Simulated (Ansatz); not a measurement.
Frontier orbitals of C2H4GaN.

```json
{"atom": "N1", "x (Å)": "1.137", "y (Å)": "0.547", "z (Å)": "-0.467"}
{"atom": "C2", "x (Å)": "-0.002", "y (Å)": "-0.185", "z (Å)": "-0.322"}
{"atom": "C3", "x (Å)": "-0.870", "y (Å)": "-0.061", "z (Å)": "0.703"}
{"atom": "Ga4", "x (Å)": "-1.048", "y (Å)": "-1.578", "z (Å)": "-1.377"}
{"atom": "H5", "x (Å)": "1.493", "y (Å)": "1.082", "z (Å)": "0.310"}
{"atom": "H6", "x (Å)": "1.830", "y (Å)": "0.245", "z (Å)": "-1.125"}
{"atom": "H7", "x (Å)": "-0.756", "y (Å)": "0.613", "z (Å)": "1.552"}
{"atom": "H8", "x (Å)": "-1.785", "y (Å)": "-0.663", "z (Å)": "0.726"}
```

The species carries charge 0 and has multiplicity 1. Correlated methods include outer-core shells of Ga, which these sets cover unevenly. Scalar relativity is left out up to krypton. The bonds changed during the relaxation, so this is another structure than the one it started from. Geometry: relaxed with PBE0-D4/def2-TZVP. It is one conformer, not always the lowest. Basis def2-TZVPP, the Gaussian-basis code of Ansatz.

Orbital energies of one run (eV). Highest occupied ones, from the top: -5.02, -5.15, -8.28, -8.62, -10.29, -12.03, -13.36, -14.70, -19.11, -19.98, -19.98, -20.17, -20.21, -20.24. Empty: -1.80, -1.63, 0.48, 0.75, 1.20, 2.29.

Problem. Which functional gave them?
A. B97M-V
B. CAM-B3LYP
C. B3LYP
D. r2SCAN0

Solution. A. HOMO energies: B97M-V -5.02, B3LYP -5.72, CAM-B3LYP -7.13, r2SCAN0 -6.02 eV.

B3LYP here is the variant with VWN-RPA as its local correlation; programs differ in this.
